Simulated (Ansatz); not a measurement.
Species: NO, net charge 1, singlet state. 
Structure (B3LYP-D3(BJ)/def2-TZVP (Ansatz, a first-principles code) minimum search):
```xyz
2

N      0.0000     0.0000    -0.5634
O      0.0000     0.0000     0.4930
```
Charge +1, spin multiplicity 1.

Property: vertical ionisation energy (to the doublet state of charge +2; each state is the SCF solution reached for its spin; the UHF <S^2> is 1.39 for the doublet (pure: 0.75); for the doublet T1 is 0.099), in eV. Cores are frozen in the correlated levels unless marked. UHF or UKS for open shells. Spin-orbit coupling is left out. No relativistic terms. Basis-set limits of correlation are two-point, X^-3; Hartree-Fock from the larger set. The program attaches cautions to a run behind CCSD(T)/CBS(aug-cc-pVTZ,aug-cc-pVQZ): large difference.

CCSD(T)/CBS(aug-cc-pVTZ,aug-cc-pVQZ) (Ansatz) gives 29.39 eV.

Another calculation gave 29.14 eV. Which level was it?
A. BHLYP/def2-TZVPD (Ansatz)
B. PBE/def2-TZVPD (Ansatz)
C. SVWN5/def2-TZVPD (Ansatz)

B, PBE/def2-TZVPD (Ansatz). The others give 29.35 (SVWN5), 29.67 (BHLYP) eV.
